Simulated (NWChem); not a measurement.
System: CHClO₃Si; SMILES Cl[SiH]1OC(=O)O1

NWChem input:

```
start job
memory heap 200 mb stack 900 mb global 1100 mb
geometry units angstroms noautoz
  O     -0.645328     2.674571     0.000000
  C     -0.189426     1.581287     0.000000
  O      0.150373     0.782773     1.090991
  Si     0.669561    -0.408635     0.000000
  Cl    -0.418421    -2.125146     0.000000
  O      0.150373     0.782773    -1.090991
  H      2.103624    -0.718603     0.000000
end
basis spherical
  O library 6-31g*
  C library 6-31g*
  Si library 6-31g*
  Cl library 6-31g*
  H library 6-31g*
end
dft
  xc becke88 lyp
  iterations 200
end
task dft gradient
```

Excerpt of the output:

```
             Northwest Computational Chemistry Package (NWChem) 7.3.0
             --------------------------------------------------------

 CS  symmetry detected

                             Geometry "geometry" -> ""
                             -------------------------

 Output coordinates in angstroms (scale by  1.889725989 to convert to a.u.)

  No.       Tag          Charge          X              Y              Z
 ---- ---------------- ---------- -------------- -------------- --------------
    1 O                    8.0000    -0.60329428    -2.67268516     0.00000000
    2 C                    6.0000    -0.16781645    -1.57110647     0.00000000
    3 O                    8.0000     0.15706395    -0.76640734     1.09099100
    4 Si                  14.0000     0.65399081     0.43445606     0.00000000
    5 Cl                  17.0000    -0.46574581     2.13042326     0.00000000
    6 O                    8.0000     0.15706395    -0.76640734    -1.09099100
    7 H                    1.0000     2.08203720     0.77105725     0.00000000

 Effective nuclear repulsion energy (a.u.)     360.9206103587

      Symmetry information
      --------------------

 Group name             Cs
 Group number              2
 Group order               2
 No. of unique centers     6

                                 NWChem DFT Module
                                 -----------------

 Summary of "ao basis" -> "ao basis" (spherical)
 ------------------------------------------------------------------------------
       Tag                 Description            Shells   Functions and Types
 ---------------- ------------------------------  ------  ---------------------
 O                           6-31g*                  6       14   3s2p1d
 C                           6-31g*                  6       14   3s2p1d
 Si                          6-31g*                  8       18   4s3p1d
 Cl                          6-31g*                  8       18   4s3p1d
 H                           6-31g*                  2        2   2s

      Symmetry analysis of basis
      --------------------------

        a'         62
        a"         32

            General Information
            -------------------
          SCF calculation type: DFT
          Wavefunction type:  closed shell.
          No. of atoms     :     7
          No. of electrons :    62
           Alpha electrons :    31
            Beta electrons :    31
          Charge           :     0
          Spin multiplicity:     1
          Use of symmetry is: on ; symmetry adaption is: on
          Maximum number of iterations: 200
          AO basis - number of functions:    94
                     number of shells:    42
          Convergence on energy requested:  1.00D-06
          Convergence on density requested:  1.00D-05
          Convergence on gradient requested:  5.00D-04

              XC Information
              --------------
                    Becke 1988 Exchange Functional  1.000
              Lee-Yang-Parr Correlation Functional  1.000

             Grid Information
             ----------------
          Grid used for XC integration:  medium
          Radial quadrature: Mura-Knowles
          Angular quadrature: Lebedev.
          Tag              B.-S. Rad. Rad. Pts. Rad. Cut. Ang. Pts.
          ---              ---------- --------- --------- ---------
          O                   0.60       49          12.0       434
          C                   0.70       49          10.0       434
          Si                  1.10       88           8.0       590
          Cl                  1.00       88          10.0       590
          H                   0.35       45          10.0       434
          Grid pruning is: on
          Number of quadrature shells:   368
          Spatial weights used:  Erf1

      Superposition of Atomic Density Guess
      -------------------------------------

 Sum of atomic energies:       -1010.68943362

      Non-variational initial energy
      ------------------------------

 Total energy =   -1012.942239
 1-e energy   =   -2115.155447
 2-e energy   =     741.292597
 HOMO         =      -0.424839
 LUMO         =       0.059618

      Symmetry analysis of molecular orbitals - initial
      -------------------------------------------------

  Numbering of irreducible representations:

     1 a'          2 a"

  Orbital symmetries:

     1 a'          2 a'          3 a'          4 a"          5 a'
     6 a'          7 a'          8 a'          9 a'         10 a"
    11 a'         12 a'         13 a'         14 a"         15 a'
    16 a'         17 a"         18 a'         19 a'         20 a'
    21 a"         22 a'         23 a'         24 a'         25 a'
    26 a"         27 a"         28 a'         29 a"         30 a"
    31 a'         32 a"         33 a'         34 a'         35 a'
    36 a'         37 a'         38 a'         39 a'         40 a"
    41 a"

   convergence    iter        energy       DeltaE   RMS-Dens  Diis-err
 ---------------- ----- ----------------- --------- --------- ---------
 d= 0,ls=0.0,diis     1  -1013.8642601263 -1.37D+03  2.94D-02  1.97D+00
 d= 0,ls=0.0,diis     2  -1012.8114971415  1.05D+00  2.21D-02  1.25D+01
 d= 0,ls=0.0,diis     3  -1014.0263901055 -1.21D+00  6.49D-03  6.69D-01
 d= 0,ls=0.0,diis     4  -1014.0805949506 -5.42D-02  2.24D-03  1.53D-01
 d= 0,ls=0.0,diis     5  -1014.0938591785 -1.33D-02  8.53D-04  1.10D-02
  Resetting Diis
 d= 0,ls=0.0,diis     6  -1014.0949980231 -1.14D-03  2.25D-04  3.94D-04
 d= 0,ls=0.0,diis     7  -1014.0950497249 -5.17D-05  1.41D-04  3.07D-05
 d= 0,ls=0.0,diis     8  -1014.0950393517  1.04D-05  8.50D-05  1.23D-04
 d= 0,ls=0.0,diis     9  -1014.0950532706 -1.39D-05  2.32D-05  1.05D-05
 d= 0,ls=0.0,diis    10  -1014.0950543381 -1.07D-06  4.27D-06  2.53D-07
 d= 0,ls=0.0,diis    11  -1014.0950543712 -3.31D-08  5.37D-07  4.65D-09

         Total DFT energy =    -1014.095054371244
      One electron energy =    -2116.327061122624
           Coulomb energy =      822.111828214296
    Exchange-Corr. energy =      -80.800431821641
 Nuclear repulsion energy =      360.920610358725

 Numeric. integr. density =       61.999997810913

                  Occupations of the irreducible representations
                  ----------------------------------------------

                     irrep           alpha         beta
                     --------     --------     --------
                     a'               22.0         22.0
                     a"                9.0          9.0

                       DFT Final Molecular Orbital Analysis
                       ------------------------------------

 Vector   29  Occ=2.000000D+00  E=-3.029541D-01  Symmetry=a"
              MO Center=  1.4D-01, -5.1D-01, -1.4D-13, r^2= 2.5D+00
   Bfn.  Coefficient  Atom+Function         Bfn.  Coefficient  Atom+Function
  ----- ------------  ---------------      ----- ------------  ---------------
    31      0.382270  3 O  px                81     -0.382270  6 O  px
    35      0.283619  3 O  px                85     -0.283619  6 O  px
    69      0.239645  5 Cl pz                32     -0.196650  3 O  py
    82      0.196650  6 O  py                36     -0.143579  3 O  py
    86      0.143579  6 O  py                33      0.116746  3 O  pz

 Vector   30  Occ=2.000000D+00  E=-2.961372D-01  Symmetry=a'
              MO Center= -2.0D-01, -1.5D+00,  1.7D-13, r^2= 3.2D+00
   Bfn.  Coefficient  Atom+Function         Bfn.  Coefficient  Atom+Function
  ----- ------------  ---------------      ----- ------------  ---------------
     3      0.437956  1 O  px                 7      0.288351  1 O  px
    31     -0.262847  3 O  px                81     -0.262847  6 O  px
    68      0.193443  5 Cl py                35     -0.186300  3 O  px
    85     -0.186300  6 O  px                 4     -0.176684  1 O  py
    94      0.136212  7 H  s                 17      0.123997  2 C  px

 Vector   31  Occ=2.000000D+00  E=-2.655427D-01  Symmetry=a"
              MO Center= -4.4D-01, -2.1D+00,  2.0D-15, r^2= 2.1D+00
   Bfn.  Coefficient  Atom+Function         Bfn.  Coefficient  Atom+Function
  ----- ------------  ---------------      ----- ------------  ---------------
     5      0.593117  1 O  pz                 9      0.375853  1 O  pz
    32      0.164808  3 O  py                82     -0.164808  6 O  py
    34     -0.136227  3 O  s                 84      0.136227  6 O  s
    23      0.133393  2 C  pz                69     -0.132640  5 Cl pz
    51      0.126989  4 Si pz                36      0.115779  3 O  py

 Vector   32  Occ=0.000000D+00  E=-4.996716D-02  Symmetry=a"
              MO Center=  6.9D-01,  5.9D-01, -7.1D-14, r^2= 3.5D+00
   Bfn.  Coefficient  Atom+Function         Bfn.  Coefficient  Atom+Function
  ----- ------------  ---------------      ----- ------------  ---------------
    55      0.776177  4 Si pz                51      0.572921  4 Si pz
    34     -0.322930  3 O  s                 84      0.322930  6 O  s
    73     -0.241536  5 Cl pz                69     -0.239463  5 Cl pz
    47     -0.184278  4 Si pz                36     -0.172881  3 O  py
    86      0.172881  6 O  py                19      0.140765  2 C  pz

[...]

                         DFT ENERGY GRADIENTS

    atom               coordinates                        gradient
                 x          y          z           x          y          z
   1 O      -1.140061  -5.050643   0.000000    0.009223   0.023289   0.000000
   2 C      -0.317127  -2.968961   0.000000   -0.002458  -0.006561   0.000000
   3 O       0.296808  -1.448300   2.061674   -0.000966  -0.001709  -0.019642
   4 Si      1.235863   0.821003   0.000000   -0.004829  -0.005655   0.000000
   5 Cl     -0.880132   4.025916   0.000000    0.003974  -0.006719   0.000000
   6 O       0.296808  -1.448300  -2.061674   -0.000966  -0.001709   0.019642
   7 H       3.934480   1.457087   0.000000   -0.003978  -0.000936   0.000000
```

Level: BLYP/6-31G* (spherical d). The geometry was optimised at B3LYP/6-31G* (spherical d).
